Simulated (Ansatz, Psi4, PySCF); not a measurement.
H$_{2}$ClO (SMILES [OH2+]Cl), charge +1, singlet, geometry from GFN2-xTB. Base run: HF/aug-cc-pVDZ (PySCF).

Geometry (Å):
```xyz
4

O     -0.0495     1.1099    -0.0664
H     -0.9933     1.3758     0.0706
Cl     0.0503    -0.6902    -0.0107
H      0.5353     1.4782     0.6425
```
Charge +1, spin multiplicity 1.
All else is at PySCF's defaults.

The same geometry, method and basis name were run in Ansatz (an electronic-structure program) and Psi4 and PySCF, at each program's defaults and at the settings that a row names. The base is PySCF at its defaults. Differences at the defaults can come from grids, fitting, cores and function types together.

| code and settings | ΔE vs base (µEh) | basis functions | E (Eh) | SCF cycles |
|---|---|---|---|---|
| PySCF, defaults (exact integrals, spherical functions) | 0.0 | 68 | -535.14193 | 12 |
| Psi4, defaults (density fitting with its default set, spherical functions) | 129 | 68 | -535.14180 | 8 |
| Ansatz, defaults (factorised integrals, spherical functions) | 15.5 | 68 | -535.14191 | - |
| PySCF, density fitting with def2-universal-jkfit | (withheld) | 68 | (withheld) | 12 |
| Psi4, exact integrals, spherical functions | 0.0 | 68 | -535.14193 | 13 |
| Ansatz, high accuracy | 0.0 | 68 | -535.14193 | - |

Task: Some entries are withheld; supply them.

Result: 
- PySCF, density fitting with def2-universal-jkfit, ΔE vs base (µEh): 66.4
- PySCF, density fitting with def2-universal-jkfit, E (Eh): -535.14186
